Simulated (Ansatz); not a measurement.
`FC(F)(F)C(F)(F)Cl`, relaxed with RKS PBE-D4/def2-SVP in the Gaussian-basis code of Ansatz from a rough embedded geometry. The force threshold is 0.03 eV/Å; the program also tests the step.

The species carries charge 0 and has multiplicity 1.

Start:

```xyz
8

F     0.026   -1.168    1.306
C    -0.321   -0.027    0.721
F     0.164    0.975    1.446
F    -1.646    0.057    0.735
C     0.227    0.034   -0.733
F    -0.153    1.178   -1.309
F    -0.295   -0.964   -1.452
Cl    1.998   -0.085   -0.714
```

Problem. By how much does the energy fall, and how many steps does the optimiser take? (Best estimate.)

Solution. Computed: 0.03 eV, in 3 steps.

Problem. Which bonds change most? (An estimate is asked.)

Solution. Computed: C2–F4 from 1.329 to 1.343 Å; F1–C2 from 1.328 to 1.340 Å; C2–F3 from 1.328 to 1.340 Å; C5–F6 from 1.336 to 1.344 Å.

Problem. Give the relaxed structure. (An estimate is asked.)

Solution. Computed: 
```xyz
8

F     0.027   -1.186    1.309
C    -0.318   -0.028    0.731
F     0.167    0.991    1.453
F    -1.658    0.061    0.698
C     0.231    0.033   -0.729
F    -0.156    1.193   -1.288
F    -0.300   -0.982   -1.433
Cl    2.008   -0.083   -0.740
```
